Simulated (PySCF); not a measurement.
Point-charge models of `C=N[Si@@H]1CCN[Si@H]1SC` against its computed dipole.

Coordinates (GFN2-xTB, Å) and charges (e) from the PBE0/pcSseg-1 density (PySCF):

```csv
atom,x,y,z,Mulliken,IAO,Hirshfeld,ESP-fitted
C1,-1.618,2.968,-0.271,+0.0467,-0.0865,+0.0224,+0.2433
N2,-1.422,1.773,0.045,-0.5541,-0.5133,-0.2279,-0.6431
Si3,-0.784,0.400,-0.750,+0.5886,+0.7170,+0.2956,+0.8008
C4,-1.993,-1.018,-0.346,-0.5416,-0.5358,-0.1604,-0.3979
C5,-1.180,-2.298,-0.208,+0.0013,-0.1299,-0.0232,+0.0691
N6,0.022,-2.074,0.573,-0.6746,-0.6775,-0.2431,-0.5799
Si7,0.766,-0.536,0.663,+0.6023,+0.6719,+0.2621,+0.1745
S8,2.824,-0.729,0.024,-0.3253,-0.2138,-0.1293,-0.2663
C9,3.382,0.959,0.397,-0.4064,-0.5006,-0.1206,-0.4414
H10,-1.436,3.385,-1.264,+0.0938,+0.1078,+0.0430,+0.0244
H11,-1.996,3.661,0.476,+0.1165,+0.1424,+0.0496,+0.0460
H12,-0.521,0.451,-2.202,-0.0633,-0.1329,-0.0794,-0.1815
H13,-2.479,-0.798,0.605,+0.1560,+0.1570,+0.0413,+0.1363
H14,-2.776,-1.168,-1.086,+0.1420,+0.1488,+0.0416,+0.0995
H15,-1.777,-3.074,0.288,+0.1189,+0.1356,+0.0380,+0.0516
H16,-0.922,-2.674,-1.209,+0.1130,+0.1144,+0.0278,+0.0352
H17,0.515,-2.924,0.792,+0.1958,+0.2616,+0.1175,+0.3471
H18,0.884,-0.127,2.073,-0.0685,-0.1392,-0.0889,-0.0390
H19,3.196,1.181,1.443,+0.1517,+0.1535,+0.0428,+0.1685
H20,4.448,0.994,0.195,+0.1596,+0.1700,+0.0512,+0.2111
H21,2.858,1.666,-0.238,+0.1476,+0.1494,+0.0400,+0.1416
```

Q: What dipole does each set of charges give (1 e·Å = 4.803 D), and what does the density give?

A: The full density gives (-1.33, 1.66, -0.90) D, 2.31 D in size; dipole vectors point from the negative to the positive end.

| scheme | μx | μy | μz | size (D) | share of the full size (%) | angle to the full dipole (°) |
| --- | --- | --- | --- | --- | --- | --- |
| Mulliken | -1.40 | 3.08 | -1.47 | 3.69 | 160 | 13 |
| IAO | -0.49 | 1.64 | -1.32 | 2.16 | 94 | 24 |
| Hirshfeld | -0.69 | 0.93 | -0.59 | 1.30 | 56 | 4 |
| ESP-fitted | -1.27 | 1.70 | -0.90 | 2.31 | 100 | 2 |

Q: Which set comes closest?

A: Length of the difference vector: ESP-fitted 0.07 D, IAO 0.94 D, Hirshfeld 1.02 D, Mulliken 1.53 D. Closest: ESP-fitted. ESP charges are fitted to the potential around the molecule, whose slowest-falling term is the dipole's. The schemes that divide the density aren't constrained to reproduce the dipole.

Q: What is left for the Hirshfeld atoms' own dipoles?

A: The Hirshfeld atoms' densities add up to the full density, so μ = Σ q r + Σ (atomic dipoles). The atomic dipoles sum to (-1.33, 1.66, -0.90) − (-0.69, 0.93, -0.59) = (-0.64, 0.73, -0.31) D, 1.02 D in size.

Q: With the origin at the mean of the coordinates, (0.000, 0.001, 0.000) Å, which are the largest single terms, by size, of the Mulliken dipole along the direction of the full one?

A: N6 +5.60, N2 -5.53, S8 +3.37, Si7 -3.14, Si3 +2.91 D; all 21 atoms together +3.59 D. The single terms depend on the origin, their sum doesn't.

Q: Give the size of the full dipole in other units.

A: 2.31 D = 0.909 au = 0.481 e·Å = 7.71 × 10⁻³⁰ C·m.

Geometry: GFN2-xTB, one conformer, isolated molecule.
